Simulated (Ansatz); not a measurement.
Z-matrix (Å, degrees):
```
Al
Al 1 2.782
C 1 1.962 2 130.9
N 1 1.968 2 45.0 3 82.6
N 1 1.968 2 45.0 3 -82.6
H 1 1.597 2 108.2 3 -180.0
C 2 1.962 1 130.9 3 -0.0
H 2 1.597 1 108.2 3 180.0
H 3 1.095 1 110.8 2 121.1
H 3 1.094 1 114.5 2 0.0
H 3 1.095 1 110.8 2 -121.1
C 4 1.465 1 113.9 2 -116.3
C 4 1.466 1 114.2 2 116.7
C 5 1.465 1 113.9 2 116.3
C 5 1.466 1 114.2 2 -116.7
H 7 1.094 2 114.5 1 0.0
H 7 1.095 2 110.8 1 -121.1
H 7 1.095 2 110.8 1 121.1
H 12 1.091 4 110.9 1 50.7
H 12 1.096 4 111.1 1 170.5
H 12 1.096 4 111.1 1 -69.2
H 13 1.096 4 111.0 1 -170.8
H 13 1.090 4 110.2 1 -50.8
H 13 1.096 4 111.0 1 69.2
H 14 1.096 5 111.1 1 -170.5
H 14 1.096 5 111.1 1 69.2
H 14 1.091 5 110.9 1 -50.7
H 15 1.090 5 110.2 1 50.8
H 15 1.096 5 111.0 1 170.9
H 15 1.096 5 111.0 1 -69.2
```

Charge 0, multiplicity 1.

(1) List the ωB97M-V/def2-TZVPP orbital energies in eV (the Gaussian-basis code of Ansatz). (Best estimate.)

## Answers

(1) The calculation gave: Occupied: -1530.84, -1530.84, -394.82, -394.82, -282.36, -282.36, -282.20, -282.20, -280.19, -280.19, -115.47, -115.47, -75.05, -75.05, -75.03, -75.02, -74.96, -74.96, -28.34, -28.04, -22.86, -22.75, -21.31, -21.27, -20.65, -20.08, -16.84, -16.32, -16.02, -15.65, -15.46, -15.13, -13.87, -13.81, -13.65, -13.12, -13.07, -13.05, -12.91, -12.87, -12.76, -12.44, -11.39, -11.38, -10.13, -9.83, -9.79, -9.48. Lowest empty: 1.79, 1.89, 2.53, 2.74, 2.84, 2.98, 3.49, 3.50.
